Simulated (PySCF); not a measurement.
Vertical excitations of a molecule C3H5BO2 from TDA-ωB97X/def2-SVPD (PySCF), as energy in eV (oscillator strength): 3.09 (0.000), 5.90 (0.000), 5.96 (0.285), 6.81 (0.001), 7.09 (0.001), 7.44 (0.008), 7.78 (0.107), 8.09 (0.001), 8.18 (0.073), 8.36 (0.226). Lowest triplet (TDA): 2.44 eV. The structure is a stationary point at B3LYP-D3(BJ)/def2-SVP. Other conformers were not sampled.

### Question
Identify the compound among the candidates.
A) C=CB(O)C=O
B) O=C1CCB1O
C) CB1CC(=O)O1
D) CB1COC1=O

### Answer
A, C=CB(O)C=O
